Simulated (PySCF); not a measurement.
Electron correlation in P⁵⁺ (phosphorus, charge +5)

Starting occupation: [Ne]. All numbers are calculated (PySCF 2.14, X2C-1e with screened-nucleus spin-orbit coupling, Gaussian nucleus, in x2c-TZVPPall-2c with one added diffuse shell each of s, p, d type (6s7p4d1f, 54 functions)). Frozen: nothing; 10 electrons correlated.

MP2 pair energies summed by pair of shells (mhartree):

| pair | energy | share (%) |
| --- | --- | --- |
| 2p1/2-2p3/2 | -52.18 | 31.5 |
| 2p3/2-2p3/2 | -48.47 | 29.3 |
| 2p3/2-2s1/2 | -18.51 | 11.2 |
| 1s1/2-1s1/2 | -14.25 | 8.6 |
| 2p1/2-2p1/2 | -11.15 | 6.7 |
| 2p1/2-2s1/2 | -9.27 | 5.6 |
| 2s1/2-2s1/2 | -5.28 | 3.2 |
| 1s1/2-2p3/2 | -3.22 | 1.9 |
| 1s1/2-2p1/2 | -1.62 | 1.0 |
| 1s1/2-2s1/2 | -1.59 | 1.0 |

Total MP2 correlation energy: -165.54 mhartree.

```tsv
level	correlation energy (mhartree)
CCSD	-168.47
(T)	-0.65
CCSD(T)	-169.12
```

Diagnostics: T1 = 0.0015, largest double amplitude 0.010.

Task: Is a single reference adequate?

Result: Yes: T1 lies below 0.03 and no double amplitude reaches 0.07.

The basis has no tight functions for the innermost shells, so their pair energies are far from complete.

This basis was not built for core-valence correlation, so the inner-shell part is incomplete.
